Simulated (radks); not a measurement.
Task: Species: the magnesium ion Mg4+. Configuration: [He] 2s2 2p4. All-electron calculation, scalar-relativistic Kohn-Sham, BLYP, spin-polarised, spherical densities, finite nucleus; open shells are filled with parallel spins first; Fermi nuclear charge, rms radius 3.057 fm. Program: a radial shooting solver on a logarithmic mesh with Libxc functionals. Some entries of the table are withheld. Estimate them.

orbital,occ.,eigenvalue (eV),<r^2> (bohr^2),<1/r> (bohr^-1)
1s up,1,-1361.185,0.02298,11.63
1s down,1,-1358.330,0.02288,11.65
2s up,1,-163.1625,(1),(2)
2s down,1,-157.1120,(3),(4)
2p up,3,-131.6958,0.4494,2.170
2p down,1,-125.1101,0.4693,2.137

Result: 
(1) 2s up <r^2> (bohr^2): 0.4955
(2) 2s up <1/r> (bohr^-1): 2.267
(3) 2s down <r^2> (bohr^2): 0.5087
(4) 2s down <1/r> (bohr^-1): 2.234
